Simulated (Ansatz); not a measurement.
Geometry optimisation, Ansatz, RKS PBE/def2-SVP.

Input:

```yaml
crystal:
  periodic: [false, false, false]
  atoms:
    - { symbol: B, position_ang: [-0.022473, 0.252312, 0.070979] }
    - { symbol: Cl, position_ang: [-0.060992, 0.691304, 1.84687] }
    - { symbol: H, position_ang: [1.034505, 0.104405, -0.492788] }
    - { symbol: F, position_ang: [-1.172221, 0.209499, -0.567038] }
    - { symbol: Br, position_ang: [0.156031, -2.898696, 0.811841] }
    - { symbol: H, position_ang: [0.10745, -1.872423, 1.913436] }
basis:
  gaussian: { orbitals: def2-SVP }
hamiltonian:
  xc: pbe
relax:
  f_tol: 0.03
  max_steps: 50
```

Launched with:

```bash
$ ansatz run input.yaml --threads 2 --pin off --max-ram 3072MiB --backend cpu --events-out ev --progress --plain --runs-dir out
```

**Question.** Where does it end, and by what steps?

**Answer.** It converged. After 7 steps the energy has fallen by 0.088 eV; Br5 moved furthest, 0.24 Å.

| step | energy less start (eV) | largest force component (eV/Å) | accepted |
| --- | --- | --- | --- |
| 0 | 0.0000 | 0.969 | yes |
| 1 | -0.0677 | 0.825 | yes |
| 2 | 0.0167 | 1.386 | no |
| 3 | -0.0780 | 0.386 | yes |
| 4 | -0.0847 | 0.192 | yes |
| 5 | -0.0871 | 0.121 | yes |
| 6 | -0.0873 | 0.097 | yes |
| 7 | -0.0880 | 0.023 | yes |

```xyz
6
Properties=species:S:1:pos:R:3
B -0.035 0.363 0.052
Cl -0.086 0.728 1.782
H 1.021 0.177 -0.508
F -1.173 0.339 -0.617
Br 0.154 -3.094 0.955
H 0.161 -2.027 1.918
```

Whether the end is a true minimum wasn't checked by a vibrational analysis.

The run took 10 s on 2 threads of Arm Neoverse V2, on a shared host, peak memory 0.14 GiB.
